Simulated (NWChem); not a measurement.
System: C2H6N2Si; SMILES N#CC[SiH2]N

Excerpt of the output:

```
             Northwest Computational Chemistry Package (NWChem) 7.3.0
             --------------------------------------------------------

                             Geometry "geometry" -> ""
                             -------------------------

 Output coordinates in angstroms (scale by  1.889725989 to convert to a.u.)

  No.       Tag          Charge          X              Y              Z
 ---- ---------------- ---------- -------------- -------------- --------------
    1 N                    7.0000    -0.68888300     2.48147500     0.28993500
    2 C                    6.0000     0.09212000     1.68000900    -0.01251800
    3 C                    6.0000     1.01360000     0.62132200    -0.36547600
    4 Si                  14.0000     0.37377300    -1.08487700     0.24021200
    5 N                    7.0000    -1.22179000    -1.48422000    -0.25964900
    6 H                    1.0000     1.14628200     0.59824000    -1.45978400
    7 H                    1.0000     2.00255600     0.81734000     0.08238900
    8 H                    1.0000     1.31602000    -2.09699500    -0.32040200
    9 H                    1.0000     0.42798800    -1.04612100     1.72908400
   10 H                    1.0000    -1.40619200    -1.81984200    -1.19754300
   11 H                    1.0000    -2.01791800    -0.97941300     0.11434700

 Effective nuclear repulsion energy (a.u.)     203.2828861507

                                 NWChem DFT Module
                                 -----------------

 Summary of "ao basis" -> "ao basis" (spherical)
 ------------------------------------------------------------------------------
       Tag                 Description            Shells   Functions and Types
 ---------------- ------------------------------  ------  ---------------------
 N                          def2-svp                 6       14   3s2p1d
 C                          def2-svp                 6       14   3s2p1d
 Si                         def2-svp                 8       18   4s3p1d
 H                          def2-svp                 3        5   2s1p

            General Information
            -------------------
          SCF calculation type: DFT
          Wavefunction type:  closed shell.
          No. of atoms     :    11
          No. of electrons :    46
           Alpha electrons :    23
            Beta electrons :    23
          Charge           :     0
          Spin multiplicity:     1
          Use of symmetry is: off; symmetry adaption is: off
          Maximum number of iterations: 150
          AO basis - number of functions:   104
                     number of shells:    50
          Convergence on energy requested:  1.00D-06
          Convergence on density requested:  1.00D-05
          Convergence on gradient requested:  5.00D-04

              XC Information
              --------------
                         B3LYP Method XC Potential
                     Hartree-Fock (Exact) Exchange  0.200
                        Slater Exchange Functional  0.800 local
                    Becke 1988 Exchange Functional  0.720 non-local
              Lee-Yang-Parr Correlation Functional  0.810
                  VWN I RPA Correlation Functional  0.190 local

             Grid Information
             ----------------
          Grid used for XC integration:  medium
          Radial quadrature: Mura-Knowles
          Angular quadrature: Lebedev.
          Tag              B.-S. Rad. Rad. Pts. Rad. Cut. Ang. Pts.
          ---              ---------- --------- --------- ---------
          N                   0.65       49          12.0       434
          C                   0.70       49          11.0       434
          Si                  1.10       88           9.0       590
          H                   0.35       45          11.0       434
          Grid pruning is: on
          Number of quadrature shells:   554
          Spatial weights used:  Erf1

[...]

                     NWChem Electrostatic Potential Fit Module
                     -----------------------------------------

 Atom parameters

 Number of atoms is                                   11
 Number of basis functions is                        104

 Grid parameters

 Maximum number of grid points is                  45236
 Number of grid points is                          45235
 Grid range                                     0.300000 nm
 Grid spacing                                   0.020000 nm
 Probe radius                                   0.070000 nm
 Atom radius factor                             1.000000

 Atomic radii

    1    0.100000
    6    0.147000
    7    0.140000
   14    0.187000
 FASTESP  F
  using M.O. file = ./job.movecs

    Atom              Coordinates                           Charge

                                                  ESP

    1 N    -0.068888    0.248148    0.028994   -0.486048
    2 C     0.009212    0.168001   -0.001252    0.367736
    3 C     0.101360    0.062132   -0.036548   -0.268445
    4 Si    0.037377   -0.108488    0.024021    0.760052
    5 N    -0.122179   -0.148422   -0.025965   -0.882994
    6 H     0.114628    0.059824   -0.145978    0.086651
    7 H     0.200256    0.081734    0.008239    0.074590
    8 H     0.131602   -0.209700   -0.032040   -0.167131
    9 H     0.042799   -0.104612    0.172908   -0.160836
   10 H    -0.140619   -0.181984   -0.119754    0.330719
   11 H    -0.201792   -0.097941    0.011435    0.345705
                                            ------------
                                               -0.000000

 Dipole moment                                  1.354307

 Quadrupole moment Qxx                         14.932457
                   Qyy                        -23.427905
                   Qzz                          8.495447

 RMS deviation kJ/mol                           0.057371

 RRMS %                                        21.983853
```

Level: B3LYP/def2-SVP. Geometry: optimised at PBE0/def2-SVP.

### Question
Which NWChem input produces such a log?

### Answer
One answer among several that fit: the input that was run:
```
start job
memory heap 200 mb stack 900 mb global 1100 mb
geometry units angstroms noautosym nocenter noautoz
  N     -0.688883     2.481475     0.289935
  C      0.092120     1.680009    -0.012518
  C      1.013600     0.621322    -0.365476
  Si     0.373773    -1.084877     0.240212
  N     -1.221790    -1.484220    -0.259649
  H      1.146282     0.598240    -1.459784
  H      2.002556     0.817340     0.082389
  H      1.316020    -2.096995    -0.320402
  H      0.427988    -1.046121     1.729084
  H     -1.406192    -1.819842    -1.197543
  H     -2.017918    -0.979413     0.114347
end
basis spherical
  * library def2-svp
end
dft
  xc b3lyp
  iterations 150
  mulliken
end
task dft energy
esp
  recalculate
  probe 0.07
  range 0.3
  factor 1.0
  spacing 0.02
end
task esp
```
